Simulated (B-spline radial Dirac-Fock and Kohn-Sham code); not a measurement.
## Photoabsorption cross section of Fe²⁺ by shell

System: iron as Fe²⁺, configuration [Ar] 3d6.

The run's input, task.json:

```json
{"items": [{
  "Z": 26,
  "q": 2,
  "cfg": [[1, 0, 2], [2, 0, 2], [2, 1, 6], [3, 0, 2], [3, 1, 6], [3, 2, 6]],
  "A": 56,
  "rrms": 3.7377,
  "do": ["binding", "quiet", "photo", "scan"],
  "hv": [150, 199.0, 289.0, 400, 486.0, 800, 1000, 1050.0, 2984.4, 3690.0, 12000, 30000, 80000, 102000.0, 164000.0, 173000.0]
}]}
```

Launch: `python xray_run.py task.json out`

Level of theory: Dirac-Hartree-Slater photoionisation with all multipoles and Dirac-Fock thresholds; a B-spline atomic structure program.

Computed thresholds (eV): K 7144.9, L1 882.3, L2 754.9, L3 742.7, M1 129.9, M2 90.89, M3 89.38, M4 31.82, M5 31.66.

| photon energy (eV) | total (b) | K (%) | L (%) | M (%) |
| --- | --- | --- | --- | --- |
| 150 | 3.678e+06 | – | – | 100.0 |
| 199 | 2.395e+06 | – | – | 100.0 |
| 289 | 1.261e+06 | – | – | 100.0 |
| 400 | 682600 | – | – | 100.0 |
| 486 | 462200 | – | – | 100.0 |
| 800 | 1.291e+06 | – | 87.9 | 12.1 |
| 1000 | 858700 | – | 89.2 | 10.8 |
| 1050 | 765600 | – | 89.2 | 10.8 |
| 2984.4 | 52470 | – | 88.5 | 11.5 |
| 3690 | 29510 | – | 88.4 | 11.6 |
| 12000 | 9726 | 88.9 | 9.7 | 1.4 |
| 30000 | 723.4 | 89.8 | 8.9 | 1.3 |
| 80000 | 37.71 | 90.1 | 8.7 | 1.2 |
| 102000 | 17.86 | 90.1 | 8.6 | 1.2 |
| 164000 | 4.136 | 90.1 | 8.6 | 1.3 |
| 173000 | 3.512 | 90.1 | 8.6 | 1.3 |

Task: With what power of the photon energy does the total fall between 164000 and 173000 eV?

Result: As E^-3.06. The non-relativistic Born limit for an s electron far above threshold is E^-3.5; near threshold and at relativistic energies the fall is slower.
